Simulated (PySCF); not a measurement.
Rh: excitation energy

Rh [Kr] 4d8 5s1 (4F) → Rh [Kr] 4d7 5s1 5p1 (high-spin determinant), as a difference of total energies. All numbers are calculated (PySCF 2.14, a scalar-relativistic core potential, in def2-QZVPPD with the def2 core potential (28 electrons)). Correlated levels: valence: 4s2 4p6 frozen. The calculations carry no spin-orbit coupling.

```json
{"method": "UHF", "excitation energy (eV)": "2.866"}
{"method": "MP2 (valence)", "excitation energy (eV)": "4.513"}
{"method": "SCS-MP2 (valence)", "excitation energy (eV)": "4.701"}
{"method": "CCSD (valence)", "excitation energy (eV)": "4.228"}
{"method": "CCSD(T) (valence)", "excitation energy (eV)": "4.353"}
```

Q: How much does correlation contribute at CCSD(T) (valence)?

A: 4.353 − (2.866) = 1.487 eV, measured against UHF.

The determinant of the upper state mixes LS terms, which raises its energy above the lowest term, most at the Hartree-Fock and MP2 levels.
